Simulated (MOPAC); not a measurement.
Job for MOPAC: PM3 on ClF+, 2S+1 = 2, a spin state set in the input, which need not be the lowest, a point of a bond scan (R = 1.530 Å). Charge +1.

```
PM3 1SCF PRECISE CHARGE=1 UHF MS=0.5 THREADS=1
ClF

F      0.00000000 1     0.00000000 1     0.00000000 1
Cl     0.00000000 1     0.00000000 1     1.53001000 1
```

Program output:

```
*******************************************************************************
 **                                                                           **
 **                              MOPAC v23.2.5                                **
 **                                                                           **
 *******************************************************************************
 ** MOPAC's Digital Object Identifier: https://doi.org/10.5281/zenodo.6511958 **
 **                                                                           **
 ** Please cite the open-source release paper for use of this MOPAC version:  **
 ** J. E. Moussa and J. J. P. Stewart (2026)                                  **
 ** MOPAC: An open-source semiempirical molecular orbital program             **
 ** J. Open Source Softw., 11(119), 8025, https://doi.org/10.21105/joss.08025 **
 *******************************************************************************

                              PM3 CALCULATION RESULTS

 *******************************************************************************
 *  PM3        - The PM3 Hamiltonian to be used
 *  UHF        - UNRESTRICTED HARTREE-FOCK CALCULATION
 *
 *
 *
 *                 CHARGE ON SYSTEM = +1
 *
 *
 *
 *  MS=        - IN MECI, MAGNETIC COMPONENT OF SPIN =  0.5
 *  PRECISE    - TIGHTER CRITERIA TO BE USED
 *  1SCF       - DO 1 SCF AND THEN STOP
 *  THREADS=1  - MULTI-THREADING NOT USED
 *  T=         - A TIME OF 172800.0 SECONDS REQUESTED
 *  DUMP=N     - RESTART FILE WRITTEN EVERY 7200.0 SECONDS REQUESTED
 *******************************************************************************
PM3 1SCF PRECISE CHARGE=1 UHF MS=0.5 THREADS=1
 ClF

   ATOM   CHEMICAL          X               Y               Z
  NUMBER   SYMBOL      (ANGSTROMS)     (ANGSTROMS)     (ANGSTROMS)

     1       F          0.00000000  *   0.00000000  *   0.00000000  *
     2      Cl          0.00000000  *   0.00000000  *   1.53001000  *



          CARTESIAN COORDINATES

    NO.       ATOM           X           Y           Z

     1         F          0.0000      0.0000      0.0000
     2        Cl          0.0000      0.0000      1.5300

  F: (PM3): J. J. P. STEWART, J. COMP. CHEM. 10, 209 (1989).
 Cl: (PM3): J. J. P. STEWART, J. COMP. CHEM. 10, 209 (1989).

           Empirical Formula: F Cl  =     2 atoms



      MOLECULAR POINT GROUP   :   C*v


          UHF CALCULATION, NO. OF ALPHA ELECTRONS =    7
                           NO. OF BETA  ELECTRONS =    6

 -------------------------------------------------------------------------------
 PM3 1SCF PRECISE CHARGE=1 UHF MS=0.5 THREADS=1
 ClF



     1SCF WAS SPECIFIED, SO BFGS WAS NOT USED
     SCF FIELD WAS ACHIEVED


                              PM3 CALCULATION
                                                       MOPAC v23.2.5 Linux




          FINAL HEAT OF FORMATION =        232.87916 KCAL/MOL =     974.36640 KJ/MOL


          COSMO AREA              =         63.42 SQUARE ANGSTROMS
          COSMO VOLUME            =         45.83 CUBIC ANGSTROMS

          IONIZATION POTENTIAL    =         18.458091 EV
          ALPHA SOMO LUMO (EV)    =        -18.474 -6.869
          BETA  SOMO LUMO (EV)    =        -18.458-10.940
          NO. OF ALPHA ELECTRONS  =          7
          NO. OF BETA  ELECTRONS  =          6
          MOLECULAR WEIGHT        =         54.4514         POINT GROUP:  C*v

          MOLECULAR DIMENSIONS (Angstroms)

            Atom       Atom       Distance
           Cl     2    F     1     1.53001
           Cl     2    F     1     0.00000
            F     1   Cl     2     0.00000


          SCF CALCULATIONS        =          1





   ATOM   CHEMICAL          X               Y               Z
  NUMBER   SYMBOL      (ANGSTROMS)     (ANGSTROMS)     (ANGSTROMS)

     1       F          0.00000000  *   0.00000000  *   0.00000000  *
     2      Cl          0.00000000  *   0.00000000  *   1.53001000  *

                             CARTESIAN COORDINATES

   1    F        0.000000000     0.000000000     0.000000000
   2   Cl        0.000000000     0.000000000     1.530010000


           Empirical Formula: F Cl  =     2 atoms



      MOLECULAR POINT GROUP   :   C*v


          ALPHA EIGENVALUES
 -62.87052 -29.85149 -24.81646 -24.80815 -24.75310 -18.49760 -18.47392  -6.86873


           BETA EIGENVALUES
 -59.97555 -29.70301 -24.74361 -24.73098 -23.94634 -18.45809 -10.94047  -6.77964


              NET ATOMIC CHARGES AND DIPOLE CONTRIBUTIONS

  ATOM NO.   TYPE          CHARGE      No. of ELECS.   s-Pop       p-Pop
    1          F          -0.133424        7.1334     1.87387     5.25955
    2         Cl           1.133424        5.8666     1.98856     3.87802
 DIPOLE           X         Y         Z       TOTAL
 POINT-CHG.     0.000     0.000     3.545     3.545
 HYBRID        -0.000     0.000    -0.113     0.113
 SUM           -0.000     0.000     3.432     3.432


          ATOMIC ORBITAL ELECTRON POPULATIONS

     Atom    s        px        py        pz
    1  F   1.87387   2.00000   1.87668   1.38287
    2 Cl   1.98856   2.00000   1.12332   0.75470


                    (SZ)    =    0.500000
                    (S**2)  =    0.750080


          ATOMIC ORBITAL SPIN POPULATIONS

    Atom   Total    s     px     py     pz
         Atomic
    1  F  0.1281  0.002  0.000  0.123  0.003
    2 Cl  0.8719  0.001  0.000  0.877 -0.006

 **********************
 *                    *
 * JOB ENDED NORMALLY *
 *                    *
 **********************




 == MOPAC DONE ==
```

The run finished.

Cost: very roughly 0.03 core-seconds.
